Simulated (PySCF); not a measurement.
**SMILES c1(-c2cc(Br)n3c2cccc3)ccncc1, C13H9BrN2**

Cartesian coordinates in Å; atom numbers follow the order of the lines, from 1:
```xyz
25

Br   -2.4544   -3.4890    1.4303
C    -1.4182   -2.0156    0.8867
C    -0.0493   -1.9052    0.8144
C     0.2510   -0.6205    0.3281
C     1.5856   -0.1039    0.0749
C     1.8627    0.7395   -1.0029
C     3.1593    1.1868   -1.1836
N     4.1671    0.8599   -0.3920
C     3.9113    0.0496    0.6221
C     2.6558   -0.4597    0.8984
C    -0.9720    0.0339    0.1325
C    -1.3311    1.3368   -0.2519
C    -2.6481    1.6869   -0.3220
C    -3.6488    0.7407   -0.0016
C    -3.3032   -0.5065    0.4046
N    -1.9914   -0.8533    0.4834
H     0.6507   -2.6797    1.0582
H     1.0871    1.0150   -1.7005
H     3.4101    1.8386   -2.0108
H     4.7613   -0.1999    1.2439
H     2.5003   -1.1088    1.7460
H    -0.5488    2.0454   -0.4708
H    -2.9365    2.6833   -0.6149
H    -4.6892    1.0119   -0.0669
H    -4.0221   -1.2619    0.6823
```

Method used: PySCF, quadratic response B3LYP/def2-SVPD first hyperpolarisability, Taylor convention, gas phase. Geometry: GFN2-xTB.

The calculation is non-relativistic, which matters for the atoms heavier than Zn.

(1) Give the tensor of the second harmonic β(−2ω;ω,ω) at 1064 nm in the axes of these coordinates.

Results:

(1) In au, Taylor convention; rows are the first index (the induced dipole):
```
        xx      yy     zz      xy      xz     yz
x  -2901.4  +375.1  +88.9  -818.5  +449.1  -59.4
y   -616.3   -24.6  +37.1  +279.6   -33.3  +18.9
z   +381.1   +15.0  -51.6   -24.2   +68.5  +36.9
```
Norm of βᵢ = ⅓ Σⱼ (βᵢⱼⱼ + βⱼᵢⱼ + βⱼⱼᵢ): 2650.2 au, hyper-Rayleigh value 1250.5 au.
